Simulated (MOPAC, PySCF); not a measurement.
H$_{2}$B$_{2}$Si, SMILES `B1=[SiH]B1`, neutral singlet in the gas phase. 

Cartesian coordinates (Å):
```xyz
5

B     -0.2763     1.3645    -0.0781
Si     0.9802     0.1149    -0.0207
B     -1.0513     0.0409     0.0123
H      2.2200    -0.7103     0.0115
H     -1.8725    -0.8099     0.0750
```
Charge 0, multiplicity 1.

All levels are single points at this geometry (PBE0-D3(BJ)/def2-TZVP); Pople sets use spherical d functions. Orbital energies aren't observables, and empty levels follow the basis.

PM3 in MOPAC gives dipole (D) = 2.19.

Problem. Estimate the dipole (D) from each of these levels: PBE-D3(BJ)/def2-TZVP in PySCF; PBE0-D3(BJ)/def2-TZVP in PySCF; ωB97X-D3(BJ)/def2-TZVP in PySCF; B3LYP/6-311+G** in PySCF; B3LYP/LANL2DZ in PySCF; BP86/6-31G* in PySCF; M06-2X/6-31G* in PySCF; PBE/6-31G* in PySCF; SVWN5/6-31G* in PySCF; HF/3-21G in PySCF; HF/6-31G* in PySCF; PM6 in MOPAC.

Solution. 
```json
[
 {"level": "PBE-D3(BJ)/def2-TZVP in PySCF", "dipole (D)": "2.07"},
 {"level": "PBE0-D3(BJ)/def2-TZVP in PySCF", "dipole (D)": "2.17"},
 {"level": "ωB97X-D3(BJ)/def2-TZVP in PySCF", "dipole (D)": "2.32"},
 {"level": "B3LYP/6-311+G** in PySCF", "dipole (D)": "2.12"},
 {"level": "B3LYP/LANL2DZ in PySCF", "dipole (D)": "1.99"},
 {"level": "BP86/6-31G* in PySCF", "dipole (D)": "1.75"},
 {"level": "M06-2X/6-31G* in PySCF", "dipole (D)": "1.93"},
 {"level": "PBE/6-31G* in PySCF", "dipole (D)": "1.77"},
 {"level": "SVWN5/6-31G* in PySCF", "dipole (D)": "1.80"},
 {"level": "HF/3-21G in PySCF", "dipole (D)": "1.88"},
 {"level": "HF/6-31G* in PySCF", "dipole (D)": "1.91"},
 {"level": "PM6 in MOPAC", "dipole (D)": "1.84"}
]
```
